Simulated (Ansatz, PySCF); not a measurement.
ethynylcyclopropane (C5H6), SMILES C#CC1CC1.

Geometry optimised at B3LYP-D3(BJ)/def2-SVP.

Vertical ionisation energy (IE) and electron affinity (EA) in eV. Rows of orbital energies are one-electron estimates. Where ΔSCF, EOM or ADC give a negative EA the extra electron is unbound and the value depends on the basis.

```tsv
level	IE	EA
−ε(HOMO), −ε(LUMO), M06-2X/def2-TZVP (PySCF)	8.35	-1.64
−ε(HOMO), −ε(LUMO), PBE/def2-TZVP (PySCF)	6.02	0.14
ΔSCF, PBE0/def2-SVPD (Ansatz), final states of multiplicity 2 and 2	(withheld)	(withheld)
ΔSCF, PBE/def2-SVPD (Ansatz), final states of multiplicity 2 and 2	9.22	-1.69
```

**Question.** Complete the blanks. (An estimate is asked for; the answer gives what the named calculation found.)

**Answer.** 
- ΔSCF, PBE0/def2-SVPD (Ansatz, a first-principles code), final states of multiplicity 2 and 2, IE: 9.35
- ΔSCF, PBE0/def2-SVPD (Ansatz), final states of multiplicity 2 and 2, EA: -1.90

**Question.** What vertical singlet–triplet gap does ΔSCF give with PBE0/def2-SVPD (Ansatz) and with PBE/def2-SVPD (Ansatz)? (Estimate from the structure and the level; the computed values follow.)

**Answer.** 5.31 and 5.30 eV (triplet above singlet where positive).
